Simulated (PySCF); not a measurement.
**Worked example: oscillator strength and radiative lifetime**

Cd(I)(SH) (CdHIS), SMILES [SH][Cd][I].

Geometry optimised at B3LYP-D3(BJ)/def2-TZVP. The def2 effective core potentials stand for the cores of Cd, I; spin–orbit coupling is left out. Other conformers were not sampled.

TDA-B3LYP/def2-SVPD (PySCF 2.14.0) puts the first singlet state with f over 0.02 at 4.26 eV (vertical), with the transition dipole (0.000, 0.000, -0.490) in atomic units.

Find the oscillator strength, the wavelength and the radiative lifetime that this transition would have in vacuum if emission retraced absorption.


|μ|² = 0.2401 au, so |μ| = 1.25 D. ΔE = 4.26/27.211 = 0.1566 hartree. f = (2/3) ΔE |μ|² = 0.025 (the program prints 0.025).
λ = 1239.84/4.26 = 291 nm; ν = 34359 cm⁻¹.
Einstein's coefficient A = 0.6670 ν² f s⁻¹ (ν in cm⁻¹) = 2.0e7 s⁻¹, so τ = 1/A = 51 ns. This state is S3; the lower singlets have f = 0.003, 0.012. The figure is the radiative limit of this one transition; relaxation, internal conversion, crossing to triplets and a medium change what is measured.
